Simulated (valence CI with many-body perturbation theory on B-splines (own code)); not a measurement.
**Tm37+: calculated level list**

Method: relativistic CI+MBPT: four valence electrons over a frozen Dirac-Fock core [Ar] 3d10, a basis of 11 s, 11 p, 9 d, 7 f, 5 g, 2 h, 1 i functions for each j, with the one-electron correlation potential Σ1 (screened to all orders), the two-electron term Σ2, the three-electron term Σ3, Breit, model QED; selected single and double excitations, second order for the rest (own B-spline code, finite nucleus).

No measured spectrum was set against this ion. As an estimate, large intervals hold to a few tenths of a per cent, small ones and those within an open d or f shell to about a per cent.

Levels 1 to 45 of 69, with energies above the lowest level, (4s^2 4p1/2^2) J=0. "Leading %" is the weight of the configuration and term that name the level; weights of strongly mixed levels are sums over their largest components and can fall short. In the jj column 3d3/2^4 stands for four electrons in 3d with j = 3/2. Lifetimes count E1, E2, E3, M1 and M2 decay at the calculated energies, and are blank where another channel may lead or the interval is too uncertain; long ones can be off by a factor of two.

```csv
No.,Configuration,Term,J,E (cm⁻¹),Leading %,Leading jj,Second component,Lifetime
1,4s²4p²,³P,0,0,71,4s^2 4p1/2^2 (99 %),28 % 4s²4p² ¹S,
2,4s²4p²,³P,1,497960,99,4s^2 4p1/2 4p3/2 (99 %),,638 ns
3,4s²4p²,¹D,2,528970,62,4s^2 4p1/2 4p3/2 (99 %),37 % 4s²4p² ³P,30.0 μs
4,4s²4p²,³P,2,1050300,62,4s^2 4p3/2^2 (98 %),37 % 4s²4p² ¹D,355 ns
5,4s²4p²,¹S,0,1118200,70,4s^2 4p3/2^2 (98 %),28 % 4s²4p² ³P,265 ns
6,4s4p³,³P°,2,1172200,43,4s 4p1/2^2 4p3/2 (95 %),35 % 4s4p³ ⁵S°,61.0 ps
7,4s4p³,³D°,1,1278600,39,4s 4p1/2^2 4p3/2 (92 %),22 % 4s4p³ ¹P°,4.67 ps
8,4s²4p4d,³F°,2,1589800,69,4s^2 4p1/2 4d3/2 (94 %),20 % 4s²4p4d ¹D°,371 ps
9,4s4p³,⁵S°,2,1625700,43,4s 4p1/2 4p3/2^2 (84 %),38 % 4s4p³ ³D°,146 ps
10,4s4p³,³D°,3,1684400,77,4s 4p1/2 4p3/2^2 (77 %),11 % 4s²4p4d ³D°,145 ps
11,4s²4p4d,³D°,1,1714600,48,4s^2 4p1/2 4d3/2 (80 %),20 % 4s²4p4d ¹P°,1.01 ps
12,4s4p³,³P°,0,1760700,96,4s 4p1/2 4p3/2^2 (96 %),,6.74 ps
13,4s²4p4d,³P°,2,1794100,30,4s^2 4p1/2 4d5/2 (62 %),21 % 4s4p³ ³D°,3.08 ps
14,4s²4p4d,³F°,3,1803900,55,4s^2 4p1/2 4d5/2 (74 %),20 % 4s4p³ ³D°,4.07 ps
15,4s4p³,³P°,1,1811700,51,4s 4p1/2 4p3/2^2 (87 %),19 % 4s4p³ ¹P°,3.29 ps
16,4s4p³,¹D°,2,1842700,53,4s 4p1/2 4p3/2^2 (66 %),12 % 4s²4p4d ³D°,1.91 ps
17,4s4p³,³S°,1,1848300,39,4s 4p1/2 4p3/2^2 (88 %),25 % 4s4p³ ³D°,1.56 ps
18,4s²4p4d,³D°,2,2201500,40,4s^2 4p3/2 4d3/2 (46 %),20 % 4s²4p4d ³P°,1.99 ps
19,4s²4p4d,³P°,1,2209600,50,4s^2 4p3/2 4d3/2 (87 %),33 % 4s²4p4d ³D°,1.25 ps
20,4s²4p4d,¹D°,2,2210900,46,4s^2 4p3/2 4d3/2 (43 %),13 % 4s²4p4d ³F°,2.20 ps
21,4s²4p4d,³P°,0,2221900,95,4s^2 4p3/2 4d3/2 (95 %),,1.28 ps
22,4s²4p4d,³F°,3,2225900,36,4s^2 4p3/2 4d3/2 (86 %),31 % 4s²4p4d ³D°,1.25 ps
23,4s²4p4d,³F°,4,2247300,99,4s^2 4p3/2 4d5/2 (99 %),,753 ns
24,4s4p²4d,⁵F,1,2275500,48,4s 4p1/2^2 4d3/2 (95 %),31 % 4s4p²4d ³D,25.7 ps
25,4s4p²4d,³D,2,2295200,25,4s 4p1/2^2 4d3/2 (88 %),25 % 4s4p²4d ⁵F,31.1 ps
26,4s²4p4d,¹P°,1,2367500,33,4s^2 4p3/2 4d5/2 (57 %),25 % 4s²4p4d ³P°,2.35 ps
27,4s²4p4d,³P°,2,2382400,25,4s^2 4p3/2 4d5/2 (47 %),24 % 4s4p³ ³P°,1.61 ps
28,4s²4p4d,¹F°,3,2385400,50,4s^2 4p3/2 4d5/2 (89 %),47 % 4s²4p4d ³D°,1.55 ps
29,4s4p²4d,³D,3,2429500,27,4s 4p1/2^2 4d5/2 (91 %),26 % 4s4p²4d ⁵D,5.95 ps
30,4p⁴,³P,2,2440100,30,4s 4p1/2^2 4d5/2 (48 %),14 % 4p⁴ ¹D,6.13 ps
31,4s²4p4d,¹P°,1,2460000,34,4s 4p3/2^3 (51 %),25 % 4s4p³ ¹P°,1.21 ps
32,4p⁴,¹S,0,2556700,53,4p1/2^2 4p3/2^2 (87 %),34 % 4p⁴ ³P,3.08 ps
33,4p⁴,³P,2,2560200,28,4s 4p1/2^2 4d5/2 (40 %),22 % 4s4p²4d ³F,2.45 ps
34,4s4p²4d,⁵D,0,2718700,86,4s 4p1/2 4p3/2 4d3/2 (96 %),12 % 4s4p²4d ³P,37.0 ps
35,4s4p²4d,⁵D,1,2719800,56,4s 4p1/2 4p3/2 4d3/2 (97 %),20 % 4s4p²4d ⁵F,36.5 ps
36,4s4p²4d,⁵F,2,2724400,44,4s 4p1/2 4p3/2 4d3/2 (93 %),17 % 4s4p²4d ⁵D,11.4 ps
37,4s4p²4d,⁵F,3,2738400,48,4s 4p1/2 4p3/2 4d3/2 (91 %),31 % 4s4p²4d ³F,26.8 ps
38,4s4p²4d,⁵F,4,2784000,38,4s 4p1/2 4p3/2 4d3/2 (80 %),28 % 4s4p²4d ³G,143 ps
39,4s4p²4d,⁵D,4,2822300,52,4s 4p1/2 4p3/2 4d5/2 (95 %),25 % 4s4p²4d ⁵F,336 ps
40,4s4p²4d,³F,2,2837400,63,4s 4p1/2 4p3/2 4d3/2 (76 %),11 % 4s4p²4d ⁵D,4.79 ps
41,4s4p²4d,³G,3,2849200,41,4s 4p1/2 4p3/2 4d3/2 (74 %),20 % 4s4p²4d ¹F,12.8 ps
42,4s4p²4d,⁵P,3,2856800,38,4s 4p1/2 4p3/2 4d3/2 (63 %),16 % 4s4p²4d ³F,1.47 ps
43,4s4p²4d,⁵P,2,2874800,39,4s 4p1/2 4p3/2 4d3/2 (85 %),18 % 4s4p²4d ³D,1.13 ps
44,4s4p²4d,⁵P,1,2878000,26,4s 4p1/2 4p3/2 4d3/2 (85 %),26 % 4s4p²4d ³P,1.35 ps
45,4s4p²4d,³G,5,2889300,51,4s 4p1/2 4p3/2 4d5/2 (96 %),49 % 4s4p²4d ⁵F,97.8 ps
```

Where two levels of one J and parity lie close, their mixing, g and order are uncertain.

The ionisation energy to 4s²4p ²P°1/2 of the next ion comes out as 1707.9 eV (NIST: 1706 ± 4 eV (theoretical)). All 69 levels together are meant to be complete up to 3208900 cm⁻¹.
